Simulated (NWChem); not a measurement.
Molecule: C3H10Si; SMILES [SiH2](C)CC

```xyz
14

C     -0.0631     2.2971     0.0000
C      0.6510     0.9478     0.0000
Si    -0.4992    -0.5513     0.0000
C      0.4667    -2.1663     0.0000
H      0.6490     3.1379     0.0000
H     -0.7071     2.4149    -0.8862
H     -0.7071     2.4149     0.8862
H      1.3135     0.8622     0.8799
H      1.3135     0.8622    -0.8799
H     -1.3882    -0.4937    -1.2074
H     -1.3882    -0.4937     1.2074
H      1.1097    -2.2413     0.8909
H     -0.2132    -3.0322     0.0000
H      1.1097    -2.2413    -0.8909
```
Atoms are numbered in this order, from 1.

Results from NWChem. All runs use the structure optimised with PBE0/def2-SVP. Not confirmed as a minimum by frequencies. Level: PBE/def2-SVP with SMD (1 M gas to 1 M solution), gas-phase geometry. Reactions with the solvent are ignored.

Question: Order these by “solvation free energy (kcal/mol)”, lowest first: water; chlorobenzene; 1,4-dioxane; methanol.

Answer: chlorobenzene (-1.9), methanol (-1.4), 1,4-dioxane (-0.5), water (2.8)
